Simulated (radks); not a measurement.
The numbers below are computed, except where a source is named.
Q: The mean radii <r> (bohr) of the occupied orbitals of an atom or ion are listed with their occupations. Code: a radial shooting solver on a logarithmic mesh with Libxc functionals. Model: non-relativistic Kohn-Sham, TPSS, spin-polarised, spherical densities, point nucleus; meta-GGA in the generalised Kohn-Sham scheme.

orbital  occ.      <r>
1s down     1  0.03813
1s up       1  0.03813
2s up       1   0.1672
2s down     1   0.1672
2p up       3   0.1437
2p down     3   0.1437
3s up       1   0.4694
3s down     1   0.4695
3p up       3   0.4669
3p down     3   0.4669
3d up       5   0.4518
3d down     5   0.4517
4s up       1    1.244
4s down     1    1.238
4p up       3    1.377
4p down     3    1.370
4d up       2    1.964

Name the element and its charge. Open shells, if any, are filled with parallel spins first.

A: Z = 40, zirconium, charge +2: Zr2+ in [Kr] 4d2. The 1s radius gives Z: for a bare nucleus <r> = 1.5/Z, 0.0375 bohr for Z = 40, and screening makes it slightly larger (0.03813 here). The occupations add up to 38, and the charge is Z minus that.
